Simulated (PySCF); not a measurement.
ZnHI, SMILES [ZnH][I]. Geometry: B3LYP-D3(BJ)/def2-TZVP. The def2 effective core potentials stand for the cores of I; spin–orbit coupling is left out.

Computed equilibrium geometry at B3LYP-D3(BJ)/def2-TZVP (PySCF confirms it by a frequency run) as a Z-matrix, and its point group:
point group C∞v.
```
Zn
H 1 1.5308
I 1 2.4463 2 180.00
```
Charge 0, spin multiplicity 1.
